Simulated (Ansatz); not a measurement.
Geometry optimisation, RKS B3LYP-D4/def2-SVP (Ansatz).

input.yaml

```yaml
crystal:
  periodic: [false, false, false]
  atoms:
    - { symbol: Sn, position_ang: [0.0, 0.0, 0.0] }
    - { symbol: H, position_ang: [0.0, 0.0, 2.09] }
    - { symbol: Cl, position_ang: [2.2726, 0.0, -0.8025] }
    - { symbol: H, position_ang: [-0.8195, 1.4198, -0.5794] }
    - { symbol: H, position_ang: [-0.8195, -1.4198, -0.5794] }
    - { symbol: Br, position_ang: [1.5157, 2.2857, 0.9113] }
    - { symbol: H, position_ang: [0.5587, 0.8425, 2.145] }
basis:
  gaussian: { orbitals: def2-SVP }
hamiltonian:
  xc: b3lyp
  dispersion: d4
relax:
  f_tol: 0.15
  max_steps: 25
  restrain:
    - { distance: [0, 5], at: 3.79, k: 30.0 }
    - { distance: [6, 1], at: 1.86, k: 30.0 }
    - { distance: [0, 1], at: 1.74, k: 30.0 }
    - { distance: [6, 5], at: 1.55, k: 30.0 }
```

Launched with:

```bash
$ ansatz run input.yaml --threads 2 --pin off --max-ram 3072MiB --backend cpu --events-out ev --progress --plain --runs-dir out
```

**Question.** Where does it end, and by what steps?

**Answer.** The run converged. The restraints hold the end off the free minimum. After 9 steps the energy has fallen by 2.397 eV (the restraints' own energy left out); Br6 moved furthest, 0.94 Å. Parted: Sn1–Br6 (2.89 → 3.79 Å). Joined: Br6–H7 (2.13 → 1.50 Å).

| step | energy less start (eV) | largest force component (eV/Å) | accepted |
| --- | --- | --- | --- |
| 0 | 0.0000 | 1.974 | yes |
| 1 | -0.1527 | 2.431 | yes |
| 2 | -0.7234 | 3.670 | yes |
| 3 | -1.6033 | 3.355 | yes |
| 4 | -2.2011 | 1.575 | yes |
| 5 | -2.3541 | 1.356 | yes |
| 6 | -2.3801 | 1.527 | yes |
| 7 | -2.3823 | 1.506 | yes |
| 8 | -2.3949 | 1.385 | yes |
| 9 | -2.3968 | 1.348 | yes |

```xyz
7
Properties=species:S:1:pos:R:3
Sn -0.116 -0.183 -0.088
H 0.101 -0.134 1.633
Cl 2.054 -0.420 -1.011
H -0.786 1.271 -0.683
H -0.989 -1.584 -0.550
Br 1.444 2.770 1.715
H 0.999 1.408 2.168
```

Time of the run: 30 s on 2 threads of Arm Neoverse V2 (shared host), peak memory 0.23 GiB.
